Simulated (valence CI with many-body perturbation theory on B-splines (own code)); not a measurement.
Questions on Cr17+

Level of theory: valence CI with perturbative core correlation (CI+MBPT): five valence electrons over a frozen Dirac-Fock core [He], radial functions for each j: 11 s, 11 p, 10 d, 8 f, 5 g, 2 h, with the one-electron correlation potential Σ1, the two-electron term Σ2, the three-electron term Σ3, Breit, model QED; selected CI, second order for the rest, scaled by the run's own slope (own B-spline code, finite nucleus).

No measured levels were compared; by estimate levels of excited configurations hold to 0.05 to 0.15 % of their energy, terms of the ground configuration to about 0.5 %. Among the levels kept, up to 5400 cm⁻¹ of a level comes from second order outside the variational space, and about a tenth of that is noise between levels of different J, which matters for small intervals.

Rates and lifetimes use the calculated energies. Strong lines usually hold to 10 to 20 %, long lifetimes can be off by a factor of two.

(1) What is the ground level?

(2) How well does LS coupling describe the low levels?

(3) What is the ionisation energy?

(4) Where does the other parity begin?

(5) Name the longest-lived excited levels whose lifetime is computed, and their main decay.

## Answers

(1) 2s²2p³ ⁴S°_3/2, composition 93 % 2s²2p³ ⁴S° + 6 % 2s²2p³ ²P°, g = 1.948.

(2) Among the lowest 20 levels the leading LS term, summed over configurations, holds 91 % on average. For single configurations the figures are 90 % in LS and 75 % in jj coupling. Terms mix most in the J = 3/2 level at 745.63 eV, where the leading one holds 74 %.

(3) 1294 eV; NIST lists 1294.8 ± 1.6 eV (semi-empirical).

(4) At 2s2p⁴ ⁴P_5/2, 82.77 eV.

(5) 2s²2p³ ²D°_5/2 at 18.74 eV lives 2.23 ms, mostly by M1 to 2s²2p³ ⁴S°_3/2; 2s²2p³ ²D°_3/2 at 15.67 eV lives 173 μs, mostly by M1 to 2s²2p³ ⁴S°_3/2; 2s²2p³ ²P°_1/2 at 28.11 eV lives 63.8 μs, mostly by M1 to 2s²2p³ ⁴S°_3/2.
